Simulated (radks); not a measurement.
Values are calculated unless marked as measured or tabulated.
Problem. These are the eigenvalues of the occupied orbitals of an atom or ion with whole-number occupations (eV). Code: a radial shooting solver on a logarithmic mesh with Libxc functionals. Model: Dirac Kohn-Sham, BLYP, spin-unpolarised, spherical densities, finite nucleus; Fermi nuclear charge, rms radius of each element as measured or else 0.836 A^(1/3) + 0.57 fm.

| orbital | eigenvalue |
|---|---|
| 1s1/2 | -27789.13 |
| 2s1/2 | -4201.687 |
| 2p1/2 | -3922.145 |
| 2p3/2 | -3711.156 |
| 3s1/2 | -836.7830 |
| 3p1/2 | -723.9462 |
| 3p3/2 | -685.8321 |
| 3d3/2 | -486.1175 |
| 3d5/2 | -478.3055 |
| 4s1/2 | -167.5150 |
| 4p1/2 | -130.4127 |
| 4p3/2 | -123.6053 |
| 4d3/2 | -65.4810 |
| 4d5/2 | -64.5306 |

Which element is it, and in what charge state? The configuration may be excited. Open shells, if any, fill j = l - 1/2 first.

Solution. Z = 49, indium, charge +4: In4+ in [Kr] 4d9. The list shows which subshells hold electrons but not how many an open one holds; the 1s level, -1021.2 hartree, gives Z - s = 45.2 by -(Z - s)^2/2, which with screening and relativity narrows Z to a few neighbours, and the depths of the outer levels then fix element, charge and occupations together.
